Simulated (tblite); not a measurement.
Compound: C6H14OP2.
SMILES with atom numbers: `[CH3:1][O:2][CH2:3][P:4]([CH2:5][PH2:6])[CH:7]1[CH2:8][CH2:9]1` (hydrogens: H10, H11, H12 on C1; H13, H14 on C3; H15, H16 on C5; H17, H18 on P6; H19 on C7; H20, H21 on C8; H22, H23 on C9)

Cartesian coordinates in Å at the GFN2-xTB level; atoms count from 1:
```xyz
23
C6H14OP2 angstrom
C      3.1936    0.0080    0.7295
O      1.8168    0.1884    0.5280
C      1.4592    0.2125   -0.8284
P     -0.3852    0.4662   -0.9904
C     -0.5126    1.9048    0.1855
P     -2.2404    2.5543    0.4048
C     -0.9039   -0.8768    0.1459
C     -2.2854   -1.4502    0.0024
C     -1.1046   -2.2456   -0.4431
H      3.3564    0.0146    1.8058
H      3.5338   -0.9482    0.3126
H      3.7713    0.8179    0.2663
H      1.9792    1.0259   -1.3619
H      1.7246   -0.7352   -1.3251
H     -0.1039    1.6336    1.1634
H      0.0919    2.7258   -0.2164
H     -2.5858    2.4899   -0.9452
H     -2.8335    1.3186    0.6590
H     -0.4795   -0.8140    1.1426
H     -2.9313   -1.0386   -0.7602
H     -2.8073   -1.7531    0.8985
H     -0.9534   -2.3697   -1.5063
H     -0.8046   -3.1019    0.1427
```

All values are computed: GFN2-xTB (tblite) harmonic vibrations without scaling, gas phase. This tight-binding method is rough: wavenumbers can miss measured ones by several per cent, in bad cases by 10 to 20. Modes of hydrogen on phosphorus can be 10 to 20 % off. One conformer, not necessarily the lowest.

Harmonic wavenumbers (cm⁻¹): 45.9, 51.0, 66.5, 85.1, 102.3, 142.1, 160.3, 184.7, 215.0, 235.4, 250.5, 308.7, 328.3, 426.9, 616.4, 659.4, 679.0, 734.8, 756.9, 808.1, 821.7, 842.9, 869.3, 882.2, 960.8, 987.4, 993.3, 1025.8, 1065.7, 1068.5, 1072.5, 1083.7, 1102.4, 1133.9, 1141.1, 1151.0, 1153.8, 1158.8, 1191.7, 1205.6, 1275.9, 1326.2, 1394.4, 1407.5, 1434.8, 1456.6, 1467.6, 1479.3, 1490.5, 2263.1, 2328.3, 2811.4, 2847.7, 2895.6, 2916.7, 2919.0, 2931.6, 3006.8, 3023.8, 3070.7, 3073.6, 3079.4, 3094.2.

A = 1266, B = 824.4, C = 573.2 MHz; mass 164.052 u (most abundant isotopes); point group C1, symmetry number 1.

Q: What is the zero-point energy?

A: Half the sum of the wavenumbers: 40382 cm⁻¹ = 483.08 kJ/mol.

Q: What is S at 200 K and 1 bar for an ideal gas of classical rigid rotors and harmonic oscillators?

A: Translation 164.16, rotation 123.32, vibration 120.51: S = 408.0 J/(mol K).

Q: And Cp and H(200 K) − H(0)?

A: Cp = 145.60 J/(mol K), of which vibrations give 112.34 (their classical limit is 63 R = 523.8); H(200 K) − H(0) = 19.24 kJ/mol without the zero-point energy, 12.59 from vibrations.

Q: Blend soft modes into free rotors: weight 1/[1 + (100 cm⁻¹/ν̃)⁴] for the oscillator and the rest for a rotor with moment μB/(μ + B), μ = h/(8π²ν), B = 10⁻⁴⁴ kg m². What vibrational entropy results?

A: 110.19 J/(mol K) in place of 120.51, which changes −T·S at 200 K by +2.06 kJ/mol.

Q: How do the functions run with temperature in this model?

A: 
| T (K) | S (J/(mol K)) | Cp (J/(mol K)) | H − H(0) (kJ/mol) | G − H(0) (kJ/mol) | ln q(vib) |
| --- | --- | --- | --- | --- | --- |
| 150 | 369.3 | 124.7 | 12.49 | -42.90 | 4.98 |
| 250 | 443.0 | 169.1 | 27.10 | -83.64 | 8.77 |
| 298.15 | 474.8 | 193.6 | 35.82 | -105.74 | 10.48 |
| 400 | 539.0 | 244.9 | 58.19 | -157.40 | 13.98 |
| 600 | 654.4 | 324.8 | 115.66 | -276.98 | 20.55 |
| 900 | 801.8 | 401.2 | 225.53 | -496.13 | 29.71 |

q(vib) and H(0) count from the zero-point level.

Q: Which modes carry the vibrational entropy at 200 K?

A: 45.9 cm⁻¹: 17.57; 51.0 cm⁻¹: 16.70; 66.5 cm⁻¹: 14.52; 85.1 cm⁻¹: 12.52; 102.3 cm⁻¹: 11.05; 142.1 cm⁻¹: 8.48 J/(mol K); the other 57 give 39.67 together.

Hindered rotation and anharmonicity are outside this model. Other conformers, if any are populated, would add a mixing term that is left out. The structure is chiral; the term R ln 2 for an equal mix with its mirror image is left out.

Time: 0.95 s of wall time. Hardware: Arm Neoverse V2, one thread, on a shared host. This covers the Hessian and the dipole derivatives.
